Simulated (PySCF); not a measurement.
C₄H₃S, doublet, geometry from GFN2-xTB; WB97X/6-311G** (PySCF).

PySCF was given this input:
```python
from pyscf import gto, scf, dft

mol = gto.Mole()
mol.atom = '''
    S    -0.00426082    0.01335767    1.14805323
    C     0.01929047    1.29020021   -0.06753540
    C    -0.01728820   -1.19482996   -0.08588622
    C     0.01570540    0.73094110   -1.26843948
    C    -0.00465609   -0.66848623   -1.33994694
    H     0.03310944    2.31060780    0.24930890
    H    -0.03364272   -2.22856990    0.19962805
    H    -0.00960313   -1.24271139   -2.24694036
'''
mol.basis = '6-311g**'
mol.spin = 1
mol.verbose = 4
mol.build()

mf = dft.UKS(mol)
mf.xc = 'wb97x'
mf.grids.atom_grid = (99, 590)
mf.grids.prune = None
mf.kernel()
```

Write the output that PySCF gives for this input, abridged.


```
PySCF version 2.14.0

[INPUT] verbose = 4
[INPUT] num. atoms = 8
[INPUT] num. electrons = 43
[INPUT] charge = 0
[INPUT] spin (= nelec alpha-beta = 2S) = 1
[INPUT] symmetry False subgroup None
[INPUT] Mole.unit = angstrom
[INPUT] Symbol           X                Y                Z      unit          X                Y                Z       unit  Magmom
[INPUT]  1 S     -0.004260820000   0.013357670000   1.148053230000 AA   -0.008051782866   0.025242337962   2.169506181122 Bohr   0.0
[INPUT]  2 C      0.019290470000   1.290200210000  -0.067535400000 AA    0.036453705114   2.438125042756  -0.127623409713 Bohr   0.0
[INPUT]  3 C     -0.017288200000  -1.194829960000  -0.085886220000 AA   -0.032669963187  -2.257901389825  -0.162301433674 Bohr   0.0
[INPUT]  4 C      0.015705400000   0.730941100000  -1.268439480000 AA    0.029678904677   1.381278492188  -2.397003222786 Bohr   0.0
[INPUT]  5 C     -0.004656090000  -0.668486230000  -1.339946940000 AA   -0.008798734911  -1.263255892743  -2.532132738049 Bohr   0.0
[INPUT]  6 H      0.033109440000   2.310607800000   0.249308900000 AA    0.062567773738   4.366415923284   0.471125541417 Bohr   0.0
[INPUT]  7 H     -0.033642720000  -2.228569900000   0.199628050000 AA   -0.063575526885  -4.211386760449   0.377242341281 Bohr   0.0
[INPUT]  8 H     -0.009603130000  -1.242711390000  -2.246940360000 AA   -0.018147285639  -2.348384178978  -4.246101898632 Bohr   0.0

nuclear repulsion = 193.341940621933
number of shells = 56
number of NR pGTOs = 193
number of NR cGTOs = 116
basis = 6-311g**
ecp = {}

******** <class 'pyscf.dft.uks.UKS'> ********
method = UKS
initial guess = minao
damping factor = 0
level_shift factor = 0
DIIS = <class 'pyscf.scf.diis.CDIIS'>
diis_start_cycle = 1
diis_space = 8
diis_damp = 0
SCF conv_tol = 1e-09
SCF conv_tol_grad = None
SCF max_cycles = 50
direct_scf = True
direct_scf_tol = 1e-13
number electrons alpha = 22  beta = 21
XC library pyscf.dft.libxc version 7.1.2
    S. Lehtola, C. Steigemann, M. J. T. Oliveira, and M. A. L. Marques,  SoftwareX 7, 1–5 (2018)
XC functionals = wb97x
    J.-D. Chai and M. Head-Gordon,  J. Chem. Phys. 128, 084106 (2008)
radial grids:
    Treutler-Ahlrichs [JCP 102, 346 (1995); DOI:10.1063/1.469408] (M4) radial grids

becke partition: Becke, JCP 88, 2547 (1988); DOI:10.1063/1.454033
pruning grids: None
grids dens level: 3
symmetrized grids: False
atomic radii adjust function: <function treutler_atomic_radii_adjust>
User specified grid scheme (99, 590)
small_rho_cutoff = 0
Set gradient conv threshold to 3.16228e-05
tot grids = 467280
init E= -553.431206556158

cycle= 1 E= -552.277346444432  delta_E= 1.15  |g|= 0.186  |ddm|= 1.87
cycle= 2 E= -552.299978718994  delta_E= -0.0226  |g|= 0.0844  |ddm|= 0.29
cycle= 3 E= -552.303516368437  delta_E= -0.00354  |g|= 0.0467  |ddm|= 0.117
cycle= 4 E= -552.305023574248  delta_E= -0.00151  |g|= 0.0132  |ddm|= 0.0549
cycle= 5 E= -552.305285363338  delta_E= -0.000262  |g|= 0.00607  |ddm|= 0.032
cycle= 6 E= -552.305348615243  delta_E= -6.33e-05  |g|= 0.00357  |ddm|= 0.0115
cycle= 7 E= -552.305382443195  delta_E= -3.38e-05  |g|= 0.0018  |ddm|= 0.00875
cycle= 8 E= -552.305398938689  delta_E= -1.65e-05  |g|= 0.00115  |ddm|= 0.0064
cycle= 9 E= -552.305405931857  delta_E= -6.99e-06  |g|= 0.000705  |ddm|= 0.00445
cycle= 10 E= -552.305408492018  delta_E= -2.56e-06  |g|= 0.000384  |ddm|= 0.00302
cycle= 11 E= -552.305409116238  delta_E= -6.24e-07  |g|= 0.000219  |ddm|= 0.00142
cycle= 12 E= -552.305409359196  delta_E= -2.43e-07  |g|= 9.1e-05  |ddm|= 0.00108
cycle= 13 E= -552.305409394672  delta_E= -3.55e-08  |g|= 4.67e-05  |ddm|= 0.000374
cycle= 14 E= -552.305409400703  delta_E= -6.03e-09  |g|= 2.09e-05  |ddm|= 0.000146
cycle= 15 E= -552.305409402173  delta_E= -1.47e-09  |g|= 7.73e-06  |ddm|= 8.29e-05
cycle= 16 E= -552.305409402325  delta_E= -1.53e-10  |g|= 4.35e-06  |ddm|= 2.43e-05
Extra cycle  E= -552.30540940234  delta_E= -1.41e-11  |g|= 3.5e-06  |ddm|= 9.06e-06
converged SCF energy = -552.30540940234  <S^2> = 0.76194758  2S+1 = 2.0119121
```
